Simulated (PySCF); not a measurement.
SMILES C(=O)c1ccc(OC)cc1 (C8H8O2) (GFN2-xTB optimised geometry):

```
18

C     -0.951    -3.113    -0.015
O     -1.568    -1.846    -0.002
C     -0.792    -0.738     0.000
C     -1.479     0.483     0.002
C     -0.789     1.671     0.002
C      0.609     1.678     0.000
C      1.355     2.934    -0.004
O      2.557     3.036    -0.008
C      1.287     0.459     0.000
C      0.603    -0.738     0.000
H     -1.765    -3.835    -0.019
H     -0.340    -3.251    -0.913
H     -0.334    -3.268     0.875
H     -2.557     0.458     0.003
H     -1.328     2.608     0.002
H      0.708     3.835    -0.005
H      2.367     0.474     0.000
H      1.157    -1.663     0.000
```

Level of theory: PySCF with B3LYP/def2-SVP.

### Question
What are the frontier orbital energies and the dipole moment?

### Answer
HOMO-2 -7.51 eV, HOMO-1 -6.87 eV, HOMO -6.56 eV, LUMO -1.58 eV, LUMO+1 -0.55 eV; dipole moment 3.98 D.

Meta-Löwdin charges at B3LYP/def2-SVP: C1 -0.07, O2 -0.33, C3 0.23, C4 -0.13, C5 -0.08, C6 -0.06, C7 0.26, O8 -0.39, C9 -0.06, C10 -0.16, H11 0.12, H12 0.10, H13 0.10, H14 0.11, H15 0.11, H16 0.05, H17 0.12, H18 0.11.
